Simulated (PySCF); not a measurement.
Zn, charge +1, quartet (a state made from the parent by changing its charge; the spin is typed, not shown lowest); PySCF with B3LYP/cc-pVTZ.

Here is a job for PySCF.
```python
from pyscf import gto, scf, dft

mol = gto.M(
    atom='''
Zn    0.000000    0.000000    0.000000
''',
    basis='cc-pvtz',
    charge=1,
    spin=3,
    verbose=4,
)

mf = dft.ROKS(mol)
mf.xc = 'b3lyp'
mf.kernel()
```

### Question
What does PySCF print? Leave out banner, timings and long lists.

### Answer

```
PySCF version 2.14.0

[INPUT] verbose = 4
[INPUT] num. atoms = 1
[INPUT] num. electrons = 29
[INPUT] charge = 1
[INPUT] spin (= nelec alpha-beta = 2S) = 3
[INPUT] symmetry False subgroup None
[INPUT] Mole.unit = angstrom
[INPUT] Symbol           X                Y                Z      unit          X                Y                Z       unit  Magmom
[...]
nuclear repulsion = 0
number of shells = 9
number of NR pGTOs = 131
number of NR cGTOs = 68
basis = cc-pvtz
ecp = {}

******** <class 'pyscf.dft.roks.ROKS'> ********
method = ROKS
initial guess = minao
damping factor = 0
level_shift factor = 0
DIIS = <class 'pyscf.scf.diis.CDIIS'>
diis_start_cycle = 1
diis_space = 8
diis_damp = 0
SCF conv_tol = 1e-09
SCF conv_tol_grad = None
SCF max_cycles = 50
direct_scf = True
direct_scf_tol = 1e-13
num. doubly occ = 13  num. singly occ = 3
XC library pyscf.dft.libxc version 7.1.2
    S. Lehtola, C. Steigemann, M. J. T. Oliveira, and M. A. L. Marques,  SoftwareX 7, 1–5 (2018)
XC functionals = b3lyp
    P. J. Stephens, F. J. Devlin, C. F. Chabalowski, and M. J. Frisch,  J. Phys. Chem. 98, 11623 (1994)
radial grids:
    Treutler-Ahlrichs [JCP 102, 346 (1995); DOI:10.1063/1.469408] (M4) radial grids

becke partition: Becke, JCP 88, 2547 (1988); DOI:10.1063/1.454033
pruning grids: <function nwchem_prune>
grids dens level: 3
symmetrized grids: False
atomic radii adjust function: <function treutler_atomic_radii_adjust>
small_rho_cutoff = 0
Set gradient conv threshold to 3.16228e-05
tot grids = 20640
init E= -1779.06308681131

WARN: HOMO -0.0228657438619296 >= LUMO -0.0228657438619564

cycle= 1 E= -1778.13836716702  delta_E= 0.925  |g|= 2.18  |ddm|= 1.43
[...]
cycle= 2 E= -1777.99678049624  delta_E= 0.142  |g|= 3.28  |ddm|= 1.66
[...]
cycle= 3 E= -1778.63414161704  delta_E= -0.637  |g|= 0.319  |ddm|= 1.27
[...]
cycle= 4 E= -1778.64656954847  delta_E= -0.0124  |g|= 0.0487  |ddm|= 0.317
[...]
cycle= 5 E= -1778.64752986007  delta_E= -0.00096  |g|= 0.0344  |ddm|= 0.0963
[...]
cycle= 6 E= -1778.64859055996  delta_E= -0.00106  |g|= 0.0171  |ddm|= 0.185
[...]
cycle= 7 E= -1778.64875715546  delta_E= -0.000167  |g|= 0.00726  |ddm|= 0.0646
[...]
cycle= 8 E= -1778.64880871232  delta_E= -5.16e-05  |g|= 0.00235  |ddm|= 0.0575
[...]
cycle= 9 E= -1778.64880979805  delta_E= -1.09e-06  |g|= 0.000968  |ddm|= 0.00423
[...]
cycle= 10 E= -1778.64881028353  delta_E= -4.85e-07  |g|= 0.000384  |ddm|= 0.00616
[...]
cycle= 11 E= -1778.64881053017  delta_E= -2.47e-07  |g|= 0.000229  |ddm|= 0.00245
[...]
cycle= 12 E= -1778.64881101334  delta_E= -4.83e-07  |g|= 0.00021  |ddm|= 0.00323
[...]
cycle= 13 E= -1778.64881181771  delta_E= -8.04e-07  |g|= 0.000276  |ddm|= 0.0055
[...]
cycle= 14 E= -1778.64881318654  delta_E= -1.37e-06  |g|= 0.000232  |ddm|= 0.00955
[...]
cycle= 15 E= -1778.64882043129  delta_E= -7.24e-06  |g|= 0.00069  |ddm|= 0.0626
[...]
cycle= 16 E= -1778.64882030941  delta_E= 1.22e-07  |g|= 0.000581  |ddm|= 0.00144
[...]
cycle= 17 E= -1778.64881997364  delta_E= 3.36e-07  |g|= 0.000729  |ddm|= 0.00324
[...]
cycle= 18 E= -1778.64882394168  delta_E= -3.97e-06  |g|= 0.00267  |ddm|= 0.0977
[...]
cycle= 19 E= -1778.64882274964  delta_E= 1.19e-06  |g|= 0.000694  |ddm|= 0.0648
[...]
cycle= 20 E= -1778.64882365976  delta_E= -9.1e-07  |g|= 0.000948  |ddm|= 0.0166
[...]
cycle= 21 E= -1778.64882427007  delta_E= -6.1e-07  |g|= 0.000315  |ddm|= 0.0122
[...]
cycle= 22 E= -1778.64882489345  delta_E= -6.23e-07  |g|= 0.000163  |ddm|= 0.0259
[...]
cycle= 23 E= -1778.64882484323  delta_E= 5.02e-08  |g|= 0.00086  |ddm|= 0.0115
[...]
cycle= 24 E= -1778.64882486369  delta_E= -2.05e-08  |g|= 0.000734  |ddm|= 0.00299
[...]
cycle= 25 E= -1778.64882488134  delta_E= -1.77e-08  |g|= 0.000349  |ddm|= 0.0152
[...]
cycle= 26 E= -1778.64882487279  delta_E= 8.55e-09  |g|= 0.000247  |ddm|= 0.00238
[...]
cycle= 27 E= -1778.64882493463  delta_E= -6.18e-08  |g|= 5.12e-05  |ddm|= 0.00398
[...]
cycle= 28 E= -1778.64882494835  delta_E= -1.37e-08  |g|= 0.000136  |ddm|= 0.00137
[...]
cycle= 29 E= -1778.64882501551  delta_E= -6.72e-08  |g|= 9.6e-05  |ddm|= 0.00608
[...]
cycle= 30 E= -1778.64882506146  delta_E= -4.6e-08  |g|= 6.36e-05  |ddm|= 0.00303
[...]
cycle= 31 E= -1778.64882496471  delta_E= 9.68e-08  |g|= 7.29e-05  |ddm|= 0.00498
[...]
cycle= 32 E= -1778.64882494877  delta_E= 1.59e-08  |g|= 6.68e-05  |ddm|= 0.00478
[...]
cycle= 33 E= -1778.64882498448  delta_E= -3.57e-08  |g|= 6.32e-05  |ddm|= 0.00329
[...]
cycle= 34 E= -1778.64882498004  delta_E= 4.44e-09  |g|= 4.2e-05  |ddm|= 0.00303
[...]
cycle= 35 E= -1778.64882463701  delta_E= 3.43e-07  |g|= 4.33e-05  |ddm|= 0.0117
[...]
cycle= 36 E= -1778.64882423869  delta_E= 3.98e-07  |g|= 7.97e-05  |ddm|= 0.0134
[...]
cycle= 37 E= -1778.64882465165  delta_E= -4.13e-07  |g|= 7.02e-05  |ddm|= 0.014
[...]
cycle= 38 E= -1778.6488245773  delta_E= 7.43e-08  |g|= 7.75e-05  |ddm|= 0.00251
[...]
cycle= 39 E= -1778.64882393513  delta_E= 6.42e-07  |g|= 0.000192  |ddm|= 0.0217
[...]
cycle= 40 E= -1778.64882402705  delta_E= -9.19e-08  |g|= 0.000195  |ddm|= 0.00315
[...]
cycle= 41 E= -1778.64882400838  delta_E= 1.87e-08  |g|= 0.000175  |ddm|= 0.00205
[...]
cycle= 42 E= -1778.64882391056  delta_E= 9.78e-08  |g|= 0.000289  |ddm|= 0.00334
[...]
cycle= 43 E= -1778.64882343123  delta_E= 4.79e-07  |g|= 0.000327  |ddm|= 0.0169
[...]
cycle= 44 E= -1778.64882517242  delta_E= -1.74e-06  |g|= 0.000423  |ddm|= 0.0597
[...]
cycle= 45 E= -1778.64882591077  delta_E= -7.38e-07  |g|= 0.000498  |ddm|= 0.0249
[...]
cycle= 46 E= -1778.64882692009  delta_E= -1.01e-06  |g|= 0.000978  |ddm|= 0.0367
[...]
cycle= 47 E= -1778.6488247959  delta_E= 2.12e-06  |g|= 0.000109  |ddm|= 0.0747
[...]
cycle= 48 E= -1778.64882551542  delta_E= -7.2e-07  |g|= 8.79e-05  |ddm|= 0.024
[...]
cycle= 49 E= -1778.64882615855  delta_E= -6.43e-07  |g|= 0.000317  |ddm|= 0.0221
[...]
cycle= 50 E= -1778.64882413063  delta_E= 2.03e-06  |g|= 0.000341  |ddm|= 0.0686
SCF not converged.
SCF energy = -1778.64882413063
```

The run did not converge; its last values are not results.
